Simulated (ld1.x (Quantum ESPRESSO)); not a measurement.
## Scattering properties, TM potential for Er (Z = 68)

```json
{"Element": "erbium", "Generator": "ld1.x (Quantum ESPRESSO) 7.5", "Type": "norm-conserving Troullier–Martins (Kleinman–Bylander form)", "Functional": "LDA (PZ)", "Relativity": "scalar-relativistic", "Frozen core": "[Kr] 4d10 5s2", "Valence charge": "20", "Reference configuration": "4f12 5p6 5d0 6s2 6p0", "Partial waves": "6s (bound): rc 2.70 bohr; 5p (bound): rc 2.15 bohr; 5d (bound, empty): rc 3.95 bohr; 4f (bound): rc 1.25 bohr", "Local potential": "all-electron potential smoothed inside 3.20 bohr (lloc = -1)", "Core correction": "Bessel-smoothed model core inside 0.75 bohr"}
```

The phase is arctan(r·u′/u) with u = r·R(r), unwrapped; energies in Ry, scanned from -4 to 5 Ry. A pole is an energy at which the radial function vanishes at the test radius. The pseudo phase is shifted by a multiple of π to meet the all-electron one at the reference energy, and phase errors are pseudo minus all-electron; the curves can meet again beyond the range given. Levels narrower than the energy grid can be missing from the lists of poles. Where the grid stepped over a known ghost or core level, its pole and its step of π were put in at the level’s energy. n/a: not evaluated, since a narrow level or a reset projector energy made the automatic matching unsafe.

Task: For each channel, where are the poles, and over which energies does the pseudopotential scatter like the atom?

Result:

```
channel  radius (bohr)  reference energy (Ry)  poles, all-electron     poles, pseudo  unbroken range about the reference energy with phases within 0.05 rad  phase error 1 Ry above the reference energy (rad)
      s           4.31                  -0.29    -3.82, 0.20, 3.20  0.16, 0.68, 3.41                                                            -3.8 to 0.3                                             -2.990
      p           4.31                  -1.95           0.85, 4.09        0.93, 4.35                                                                    n/a                                                n/a
      d           4.31                  -0.08           0.12, 2.15        0.12, 2.42                                                              below 0.6                                             +0.340
      f           4.31                  -0.25           1.65, 4.23              1.81                                                              below 0.5                                             +0.182
```

Phases in the f channel:

```json
{"E (Ry)": "-4.00", "all-electron": "1.459", "pseudo": "1.459"}
{"E (Ry)": "-3.52", "all-electron": "1.453", "pseudo": "1.453"}
{"E (Ry)": "-3.04", "all-electron": "1.445", "pseudo": "1.445"}
{"E (Ry)": "-2.56", "all-electron": "1.435", "pseudo": "1.435"}
{"E (Ry)": "-2.08", "all-electron": "1.422", "pseudo": "1.422"}
{"E (Ry)": "-1.60", "all-electron": "1.405", "pseudo": "1.405"}
{"E (Ry)": "-1.12", "all-electron": "1.381", "pseudo": "1.381"}
{"E (Ry)": "-0.64", "all-electron": "1.341", "pseudo": "1.341"}
{"E (Ry)": "-0.16", "all-electron": "1.286", "pseudo": "1.288"}
{"E (Ry)": "0.32", "all-electron": "1.067", "pseudo": "1.080"}
{"E (Ry)": "0.80", "all-electron": "-0.447", "pseudo": "-0.259"}
{"E (Ry)": "1.28", "all-electron": "-1.420", "pseudo": "-1.369"}
{"E (Ry)": "1.76", "all-electron": "-1.603", "pseudo": "-1.558"}
{"E (Ry)": "2.24", "all-electron": "-1.760", "pseudo": "-1.667"}
{"E (Ry)": "2.72", "all-electron": "-2.615", "pseudo": "-1.833"}
{"E (Ry)": "3.20", "all-electron": "-4.460", "pseudo": "-3.054"}
{"E (Ry)": "3.68", "all-electron": "-4.633", "pseudo": "-4.454"}
{"E (Ry)": "4.16", "all-electron": "-4.704", "pseudo": "-4.614"}
{"E (Ry)": "4.64", "all-electron": "-4.759", "pseudo": "-4.679"}
```
